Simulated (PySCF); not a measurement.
Delta-SCF ions had no search for a lower state. Excitations are Tamm–Dancoff values on a coarser integration grid. The basis has no diffuse functions, so Rydberg states are missing or too high.

Cartesian coordinates (Å):
```xyz
13

O     -1.9964     1.1466    -0.4852
C     -1.8404    -0.1743    -0.2340
C     -0.8028    -0.7536     0.3660
C      0.4168    -0.0435     0.8616
Si     1.7207     0.0720    -0.4974
H     -1.2036     1.6215    -0.2170
H     -2.6950    -0.7430    -0.5788
H     -0.8378    -1.8316     0.4659
H      0.8485    -0.5723     1.7155
H      0.1907     0.9666     1.2255
H      1.1807     0.8801    -1.6240
H      2.0508    -1.2883    -0.9950
H      2.9678     0.7198    -0.0030
```
Charge 0, multiplicity 1.

### Question
Give the vertical ionisation energy (Delta-SCF), HOMO, HOMO–LUMO gap, S1–T1 gap (TDA) and dipole moment at the level PBE0-D3(BJ)/def2-TZVP in PySCF.

### Answer

```yaml
vertical ionisation energy (Delta-SCF): 8.46 eV
HOMO: -6.39 eV
HOMO–LUMO gap: 6.69 eV
S1–T1 gap (TDA): 1.27 eV
dipole_moment: 1.21 D
```
